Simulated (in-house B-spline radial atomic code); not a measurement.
P II (P+): [Ne] 3s2 3p2

Method: non-relativistic B3LYP, spin-polarised, spherical fractional occupations, point nucleus. Calculated with a B-spline radial code for spherical atoms.

Screening seen three ways: the hydrogenic charge with the same mean radius, Z_r = [3n² - l(l+1)]/(2<r>), the one with the same energy, Z_e = n√(-2ε), and Slater's rules. Values are occupation-weighted means over spin.

```csv
shell,electrons,ε (eV),<r> (bohr),Z_r,Z_e,Slater
1s,2,-2109.1,0.104,14.43,12.45,14.70
2s,2,-190.12,0.5207,11.52,7.48,10.85
2p,6,-140.05,0.4851,10.31,6.42,10.85
3s,2,-24.297,1.825,7.40,4.01,5.15
3p,2,-15.322,2.126,5.88,3.18,5.15
```

The least bound orbital is 3p up at -15.32 eV, and it is also the most diffuse (<r> = 2.126 bohr).

Caution: exact exchange at fractional occupations of open shells leaves self-interaction of up to several eV.
